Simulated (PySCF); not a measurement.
**Optical rotation: `InChI=1S/C3H5F3SSi/c1-2-3(7-2)8(4,5)6/h2-3H,1H3/t2-,3-/m1/s1`**

Geometry:
```
atom   x (Å)   y (Å)   z (Å)
  C1  -2.060  -0.294   0.278
  C2  -0.762  -0.093  -0.452
  S3  -0.376   1.559  -1.062
  C4   0.391   0.546   0.248
 Si5   2.143  -0.025  -0.049
  F6   2.722  -0.841   1.183
  F7   2.257  -0.996  -1.294
  F8   3.192   1.129  -0.316
  H9  -2.004  -1.200   0.882
 H10  -2.271   0.552   0.928
 H11  -2.878  -0.400  -0.431
 H12  -0.525  -0.874  -1.167
 H13   0.166   0.938   1.236
```

Method used: PySCF 2.14.0, TDDFT B3LYP/def2-SVPD circular dichroism and optical rotation, one conformer, gas phase. Geometry: GFN2-xTB.

States above about 6.9 eV (minus the energy of the highest occupied orbital) lie near or above the ionisation threshold and depend on the basis.

Stereocentres: C2 R, C4 S.

Q: Give the optical rotatory dispersion at 633, 589.3, 546, 436, 405, 365, 355 nm.

A: [α] in deg dm⁻¹ (g/mL)⁻¹:
```tsv
λ (nm)	origin-invariant length gauge	modified velocity gauge	length gauge (centre of mass)	isotropic polarisability (au)
633	-43.1	-58.5	-41.8	77.7
589.3	-55.0	-73.3	-53.5	78.0
546	-72.5	-94.4	-70.7	78.4
436	-184.8	-224.1	-181.5	79.9
405	-265.8	-314.3	-261.7	80.6
365	-478.6	-545.6	-472.8	81.8
355	-571.8	-645.5	-565.4	82.2
```

Q: And for the mirror image at 589.3 nm?

A: +55.0 deg dm⁻¹ (g/mL)⁻¹ (origin-invariant length gauge): the same size and the opposite sign.

Q: What is the molar rotation [Φ] = [α]·M/100 of the geometry above at 589.3 nm?

A: With M = 158.21 g/mol, -87.0 deg cm² dmol⁻¹ (origin-invariant length gauge).

The first excitation lies at 4.58 eV (271 nm) with R = -12.7 × 10⁻⁴⁰ esu² cm² (velocity form).
